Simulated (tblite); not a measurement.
Parent: `[CH3:1][O:2][SiH2:3][C:4]([CH3:5])=[C:6]([F:7])[F:8]` with C1–O2–Si3–C4 180°, O2–Si3–C4–C5 0°, C4H8F2OSi.

Computed geometry: GFN2-xTB, gas phase. One conformer each, not checked by frequencies here.

```tsv
coordinate of the parent	value
C1–O2	1.395 Å
O2–Si3	1.618 Å
Si3–C4	1.883 Å
C4–C5	1.496 Å
C4=C6	1.315 Å
C6–F7	1.338 Å
C6–F8	1.338 Å
C1–O2–Si3	128.0°
O2–Si3–C4	100.8°
Si3–C4–C5	122.3°
Si3–C4–C6	116.7°
C5–C4–C6	121.1°
C4–C6–F7	126.9°
C4–C6–F8	124.7°
F7–C6–F8	108.4°
```

Task: How does the shared frame change in `[CH3:1][O:2][SiH2:3][C:4]([O:5][CH3:6])=[C:7]([F:8])[F:9]` with C1–O2–Si3–C4 -61°, O2–Si3–C4–O5 40°, Si3–C4–O5–C6 180°, C4H8F2O2Si? Atoms pair as C1 = C1, O2 = O2, Si3 = Si3, C4 = C4, C6 = C7, F7 = F9, F8 = F8 (parent first).

Result: 
| parent | relative | value in the relative | change |
| --- | --- | --- | --- |
| C1–O2 | C1–O2 | 1.401 Å | +0.006 |
| O2–Si3 | O2–Si3 | 1.610 Å | -0.008 |
| Si3–C4 | Si3–C4 | 1.913 Å | +0.030 |
| C4=C6 | C4=C7 | 1.323 Å | +0.008 |
| C6–F7 | C7–F9 | 1.346 Å | +0.008 |
| C6–F8 | C7–F8 | 1.343 Å | +0.005 |
| C1–O2–Si3 | C1–O2–Si3 | 132.5° | +4.5 |
| O2–Si3–C4 | O2–Si3–C4 | 110.2° | +9.4 |
| Si3–C4–C6 | Si3–C4–C7 | 121.3° | +4.6 |
| C4–C6–F7 | C4–C7–F9 | 130.1° | +3.2 |
| C4–C6–F8 | C4–C7–F8 | 121.6° | -3.1 |
| F7–C6–F8 | F9–C7–F8 | 108.3° | -0.1 |

Of the parent's bonds, Si3–C4 changes most (+0.030 Å). Bonds of the relative outside the shared frame: C4–O5 1.361, O5–C6 1.414 Å. Point group Cs → C1.
